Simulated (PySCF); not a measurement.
PySCF input file for Sn(Me)(NH2) (CH₅NSn), SMILES [CH3][Sn][NH2] (connectivity only; charge and spin as stated), neutral, multiplicity 1, IEF-PCM-M06-2X/def2-SVP. Coordinates come from a B3LYP-D3(BJ)/def2-SVP optimisation. The def2 effective core potentials stand for the cores of Sn; spin–orbit coupling is left out. The values are those of a single conformer.

```python
import numpy as np
from pyscf import gto, scf, dft
from pyscf.solvent import pcm

mol = gto.M(
    atom='''
    Sn   -0.12253638   -0.02381566    0.39473630
    C     0.69125182    1.56574614   -0.94399088
    H     0.27806962    2.55346218   -0.68429376
    H     0.47058895    1.35067881   -2.00189904
    H     1.78696879    1.61637193   -0.81895377
    N    -0.06614976   -1.43531786   -1.08254577
    H     0.24634296   -1.27070622   -2.03753766
    H    -0.33961394   -2.40627533   -0.95236493
    ''',
    basis='def2-SVP',
    ecp={'Sn': 'def2-svp'},
    charge=0,
    spin=0,
    max_memory=1600,
    verbose=3,
)
mf = dft.RKS(mol, xc='m06-2x').density_fit(auxbasis='def2-universal-jkfit')
mf.grids.level = 4
mf.conv_tol = 1e-9
mf.max_cycle = 100
mf.kernel()
res = {}
for name, eps in {'water': 78.355, 'toluene': 2.3741, 'n-hexane': 1.8819}.items():
    s = mf.PCM()
    s.with_solvent.method, s.with_solvent.eps, s.with_solvent.lebedev_order = 'IEF-PCM', eps, 29
    s.kernel(mf.make_rdm1())
    res[name] = (s.e_tot, eps, s.dip_moment(), s.mo_energy, s.converged)
    print(f'{name}: electrostatic solvation free energy {(s.e_tot - mf.e_tot) * 627.509474:.3f} kcal/mol')
```

Log of the run:

```
converged SCF energy = -309.969867166297

WARN: PCM is an experimental feature. It is still in testing.
Features and APIs may be changed in the future.

converged SCF energy = -309.974319688211
Dipole moment(X, Y, Z, Debye):  0.09499, -0.55496, -0.68192
water: electrostatic solvation free energy -2.794 kcal/mol

WARN: PCM is an experimental feature. It is still in testing.
Features and APIs may be changed in the future.

converged SCF energy = -309.971880349734
Dipole moment(X, Y, Z, Debye):  0.06777, -0.53568, -0.60178
toluene: electrostatic solvation free energy -1.263 kcal/mol

WARN: PCM is an experimental feature. It is still in testing.
Features and APIs may be changed in the future.

converged SCF energy = -309.971403373087
Dipole moment(X, Y, Z, Debye):  0.06352, -0.52905, -0.58614
n-hexane: electrostatic solvation free energy -0.964 kcal/mol
```

The calculation finished and met its thresholds.

Cost: roughly 70 core-seconds.
